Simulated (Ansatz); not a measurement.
Isolated molecules relaxed with PBE0-D4/def2-TZVP in Ansatz; ΔE leaves out vibrations. CBS: MP2 limit from def2 TZ/QZ plus the TZ coupled-cluster correction, frozen cores. Functionals use def2-TZVPP. B3LYP here is the variant with VWN-RPA as its local correlation; programs differ in this. HSE06 is defined as in plane-wave codes. No spin–orbit coupling; open shells (•) take unrestricted orbitals. Spin–orbit coupling would lower the free atoms: clearly for Br. For Br outer-core shells are correlated without core-valence functions, so the limit isn't a true one: a few kJ/mol of doubt a bond, and 10 to 20 or more in all where bonds break to atoms. Scalar relativity is left out up to krypton. Each species was taken in one conformer, which may not be the lowest.

Reaction (homolysis of the Br–Si bond): `O[Si](Br)(Br)Br` → Br• + `O[Si](Br)Br`•

`O[Si](Br)(Br)Br`:

Cartesian coordinates in Å:
```
O 0.602 0.098 -1.234
Si -0.245 -0.016 0.142
Br 0.261 -1.864 1.227
Br 0.175 1.690 1.469
Br -2.353 -0.028 -0.433
H 1.560 0.119 -1.172
```

`O[Si](Br)Br`•:

Cartesian coordinates in Å:
```
O 1.035 0.430 -0.550
Si -0.475 -0.174 -0.386
Br -1.808 1.550 0.007
Br -0.518 -1.640 1.299
H 1.767 -0.166 -0.370
```

```tsv
level	ΔE (kJ/mol)	difference from CCSD(T)/CBS
BLYP-D4	370.4	-46.8
B3LYP-D4	380.0	-37.2
HSE06-D4	394.7	-22.5
BLYP	348.6	-68.6
RPA@PBE/def2-TZVPP	356.5	-60.7
HF/def2-SVP	285.9	-131.3
HF/def2-TZVPP	288.1	-129.1
HF/def2-QZVPP	287.0	-130.2
HF/CBS(def2)	286.9	-130.3
CCSD/CBS(def2)	407.5	-9.7
CCSD(T)/CBS	417.2	0
```

Largest T1 diagnostic among the species: 0.011.

In def2-TZVPP, CCSD(T) changes the Hartree–Fock value by +106.9 kJ/mol (the triples alone add +9.7 kJ/mol) and MP2 by +131.3 kJ/mol; breaking electron pairs costs correlation energy, which Hartree–Fock lacks. At CCSD(T), def2-SVP lies −47.5 kJ/mol from the extrapolated value and def2-TZVPP −22.3 kJ/mol: correlation converges slowly with the basis, and small sets miss more of it in the bonded molecule than in its fragments. From r2SCAN to r2SCAN0 (25 % exact exchange), in def2-TZVPP and without D4, ΔE moves by −3.0 kJ/mol: exact exchange takes away binding that semilocal exchange gives to molecules.

CCSD(T)/CBS has its own doubt, a few kJ/mol and more with outer-core shells, so smaller differences from it don't rank the levels.
